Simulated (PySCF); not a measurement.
Polarisability and C₆ of Li⁺ (lithium, charge +1)

1s2, closed-shell 1S. Calculation: PySCF 2.14, in aug-cc-pCVDZ; no relativity, point nucleus. Coupled (time-dependent) response in atomic units; α is the mean over directions. A double-zeta set is small for polarisabilities.

```tsv
method	mean α (bohr³)	C₆ (like pair)	S(−4)
UHF	0.09331	0.02563	0.009925
PBE	0.1116	0.03110	0.01680
PBE0	0.1054	0.02921	0.01430
revPBE	0.1116	0.03110	0.01682
CAM-B3LYP	0.1090	0.03038	0.01559
```

S(−4) is the Cauchy moment in α(ω) = α(0) + S(−4) ω² + …

α(iu) at PBE:

| u (hartree) | α(iu) (bohr³) |
| --- | --- |
| 0 | 0.1116 |
| 0.0500 | 0.1115 |
| 0.100 | 0.1114 |
| 0.200 | 0.1109 |
| 0.300 | 0.1101 |
| 0.500 | 0.1076 |
| 0.750 | 0.1032 |
| 1.00 | 0.09777 |
| 1.50 | 0.08610 |
| 2.00 | 0.07520 |
| 3.00 | 0.05834 |
| 5.00 | 0.03838 |

A single London oscillator, α(iu) = α/(1 + u²/ω²), gives C₆ = (3/4) ω α². Matching the computed C₆ needs ω = 4 × 0.03110 / (3 × 0.1116²) = 3.33 hartree.

For an ion, C₆ is the dispersion term alone; charge-induced terms of lower order in 1/R come first.
